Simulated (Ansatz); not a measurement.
`[BH2][SnH2][SiH3]` + H₂S → `[SiH3][SnH2][SH]` + BH₃ at 500 K and 1 bar (cleavage of the Sn–B bond).

Isolated molecules relaxed with PBE0-D4/def2-TZVP in Ansatz; ΔE leaves out vibrations. CBS: MP2 limit from def2 TZ/QZ plus the TZ coupled-cluster correction, frozen cores. This one scheme is used for every species. Elements past krypton have def2 core potentials. For Sn outer-core shells are correlated without core-valence functions, which leaves a few kJ/mol of doubt a bond. Each species was taken in one conformer, which may not be the lowest.

```
            species  CCSD(T)/CBS energy (Eh)  H − E (kJ/mol)  S (J/(mol·K))
`[BH2][SnH2][SiH3]`               -532.05307           200.4          430.3
                H₂S               -398.97279            57.0          224.0
 `[SiH3][SnH2][SH]`               -904.49804           171.7          438.2
                BH₃                -26.55200            86.8          208.8
```

H − E and S are ideal-gas, rigid-rotor, harmonic terms from PBE0-D4/def2-TZVP, for one conformer and one mirror image of each species. 1 Eh = 2625.50 kJ/mol, R = 8.31446 J/(mol·K).

Problem. By hand: ΔE, ΔH, ΔS and ΔG.

Solution. ΔE = (-904.49804) + (-26.55200) − (-532.05307) − (-398.97279) = -0.02418 Eh = -63.5 kJ/mol. Δ(H − E) = 171.7 + 86.8 − 200.4 − 57.0 = 1.1, so ΔH = -62.4 kJ/mol. ΔS = 438.2 + 208.8 − 430.3 − 224.0 = -7.3 J/(mol·K). ΔG = -62.4 − 500 × (-7.3)/1000 = -58.8 kJ/mol.

Problem. By hand: the equilibrium constant, and the temperature at which ΔG would vanish if ΔH and ΔS stayed fixed.

Solution. log₁₀ K = −ΔG/(RT ln 10) = 6.1. ΔG = 0 at ΔH/ΔS = 8548 K, far beyond where these terms or the molecules hold.

The number of gas molecules stays the same, so ΔS is small and ΔH decides. A doubt of 5 kJ/mol in ΔE shifts log₁₀ K by 0.5 here. Other conformers and mirror images would add mixing entropy, several J/(mol·K) or more a flexible species. Modes under 60 cm⁻¹, often nearly free rotors, make the harmonic entropy too high. These are equilibria of isolated gas molecules and say nothing of rates. Largest T1 diagnostic: 0.014 (customary marks: 0.02 for closed shells, 0.045 for open ones).
